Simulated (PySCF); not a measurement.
Cartesian coordinates in Å; atom numbers follow the order of the lines, from 1:
```xyz
25

C    -3.096   -1.453    0.335
S    -1.846   -0.252    0.837
C    -2.505    1.250    0.085
Al   -0.042   -0.907   -0.739
C     1.548    0.082   -0.032
C     2.648    0.010   -1.095
C     2.041   -0.573    1.259
C     1.209    1.548    0.238
H    -2.750   -2.435    0.685
H    -3.190   -1.473   -0.760
H    -4.058   -1.207    0.805
H    -2.604    1.117   -1.001
H    -1.783    2.052    0.287
H    -3.471    1.501    0.546
H    -0.757   -0.342   -2.071
H    -0.148   -2.490   -0.469
H     2.339    0.480   -2.045
H     3.564    0.535   -0.757
H     2.942   -1.030   -1.321
H     1.275   -0.552    2.054
H     2.934   -0.051    1.658
H     2.321   -1.628    1.105
H     0.474    1.658    1.056
H     0.802    2.055   -0.654
H     2.108    2.116    0.550
```

Single conformer, equivalent nuclei averaged, no solvent model, no relativistic terms. Geometry from PBE0-D3(BJ)/def2-SVP; PBE0/pcSseg-1 with gauge-including orbitals; PySCF.

Task: Predict the 2D correlation tables (HSQC, COSY, HMBC).

Result: 

HSQC (one-bond C–H):
```tsv
δH	δC
2.12 (H9/H10/H11/H12/H13/H14)	24.2 (C1/C3)
0.90 (H17/H18/H19/H20/H21/H22/H23/H24/H25)	30.3 (C6/C7/C8)
```

HMBC (two and three bonds, from the bond graph):
```tsv
δH	δC
4.01 (H15/H16)	30.3 (C6/C7/C8), 24.2 (C1/C3), 13.9 (C5)
2.12 (H9/H10/H11/H12/H13/H14)	24.2 (C1/C3)
0.90 (H17/H18/H19/H20/H21/H22/H23/H24/H25)	30.3 (C6/C7/C8), 13.9 (C5)
```

No COSY cross peaks are expected.

Shifts are taken against calculated references (same method and geometry level): $^{1}$H and $^{13}$C against TMS.

Short H···H contacts in this conformer between protons four or more bonds apart (candidates for NOE cross peaks, intensity ∝ r⁻⁶): H13···H23 2.42 Å, H12···H15 2.59 Å.

Hydrides on Al or Ga are broadened by the quadrupolar metal nucleus. Shifts are as computed. Against solution values, carbons near 30 ppm lie about +2 ppm off and those near 130 ppm about +5 ppm. Of 1313 compounds with measured shifts, 239 miss one by over three times the rms of a fit or turn the order of signals round; such compounds aren't used in these exercises.
